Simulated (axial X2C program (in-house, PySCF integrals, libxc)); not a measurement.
# Outer orbitals of YS at 2.269 Å, PBE0

Calculated with an in-house relativistic program for diatomic molecules. Spin-free means the one-electron spin-free X2C Hamiltonian; two-component (2c) means X2C with spin–orbit coupling and atomic mean-field two-electron Coulomb and Gaunt terms, so the difference of the two also holds small scalar two-electron terms. Basis: Y dyall-cv3z [11s12p9d6f3g], S dyall-av3z [9s8p3d2f] (cores contracted in-house); Gaussian nuclei, density fitting, unrestricted open shells. Masses: Y 88.906 u, S 31.972 u.

The distance is close to the 2c PBE0 minimum; the highest filled and lowest empty levels are listed.

Spin-free orbitals, state M_S = 1/2, Λ = 0 (beyond evenly filled blocks: σα) (Löwdin shares):

| symmetry | occupied | ε (eV) | atomic character |
| --- | --- | --- | --- |
| π+α | yes | -30.28 | 98% Y p |
| π-α | yes | -30.28 | 98% Y p |
| σα | yes | -30.26 | 94% Y p |
| π+β | yes | -30.11 | 98% Y p |
| π-β | yes | -30.11 | 98% Y p |
| σβ | yes | -29.97 | 94% Y p |
| σβ | yes | -16.72 | 68% S s, 11% Y d, 9% Y p |
| σα | yes | -16.71 | 67% S s, 12% Y d, 9% Y p |
| σα | yes | -6.81 | 68% S p, 17% Y d, 7% Y s |
| σβ | yes | -6.72 | 70% S p, 16% Y d, 6% Y s |
| π-β | yes | -6.44 | 66% S p, 22% Y d, 5% Y f |
| π+β | yes | -6.44 | 66% S p, 22% Y d, 5% Y f |
| π-α | yes | -6.43 | 64% S p, 24% Y d, 5% Y f |
| π+α | yes | -6.43 | 64% S p, 24% Y d, 5% Y f |
| σα | yes | -4.88 | 58% Y s, 17% Y d, 11% Y p |
| σβ | no | -2.68 | 61% Y s, 12% Y d, 12% Y p |
| δ-α | no | -1.89 | 96% Y d, 2% S d |
| δ+α | no | -1.89 | 96% Y d, 2% S d |
| π+α | no | -1.84 | 57% Y p, 37% Y d, 4% S p |
| π-α | no | -1.84 | 57% Y p, 37% Y d, 4% S p |

Spinors with spin–orbit coupling (state Ω = 1/2):

| ω | occupied | ε (eV) | atomic character | λ mixture |
| --- | --- | --- | --- | --- |
| -1/2 | yes | -31.11 | 97% Y p | 76% π, 24% σ |
| 1/2 | yes | -31.09 | 97% Y p | 62% π, 38% σ |
| 3/2 | yes | -29.79 | 98% Y p | 100% π |
| 1/2 | yes | -29.72 | 95% Y p | 62% σ, 38% π |
| -3/2 | yes | -29.61 | 98% Y p | 100% π |
| -1/2 | yes | -29.58 | 95% Y p | 76% σ, 24% π |
| -1/2 | yes | -16.73 | 68% S s, 11% Y d, 9% Y p | 100% σ |
| 1/2 | yes | -16.71 | 67% S s, 12% Y d, 9% Y p | 100% σ |
| 1/2 | yes | -6.81 | 68% S p, 17% Y d, 7% Y s | 100% σ |
| -1/2 | yes | -6.72 | 70% S p, 16% Y d, 6% Y s | 100% σ |
| 1/2 | yes | -6.46 | 66% S p, 22% Y d, 5% Y f | 100% π |
| -1/2 | yes | -6.46 | 64% S p, 23% Y d, 5% Y f | 100% π |
| -3/2 | yes | -6.41 | 65% S p, 22% Y d, 5% Y f | 100% π |
| 3/2 | yes | -6.41 | 64% S p, 24% Y d, 5% Y f | 100% π |
| 1/2 | yes | -4.88 | 58% Y s, 17% Y d, 11% Y p | 100% σ |
| -1/2 | no | -2.67 | 61% Y s, 12% Y d, 12% Y p | 100% σ |
| -3/2 | no | -1.92 | 96% Y d, 2% S d | 100% δ |
| 5/2 | no | -1.87 | 96% Y d, 2% S d | 100% δ |
| -1/2 | no | -1.86 | 57% Y p, 37% Y d, 4% S p | 100% π |

Mulliken charges and populations of the two-component result (they depend on the basis, above all on diffuse functions):

Y 0.69 e (s 8.89 p 18.12 d 11.25 f 0.04 g 0.01), S -0.69 e (s 5.94 p 10.69 d 0.04 f 0.01). ⟨Lz⟩ = 0.00 ħ and ⟨Sz⟩ = 0.50 ħ (0.51 and -0.01 on the two atoms), which add up to Ω.

The state is a single determinant with fixed occupations, the lowest that a limited PBE0 search found. Density functionals use the spin component along the axis (collinear).
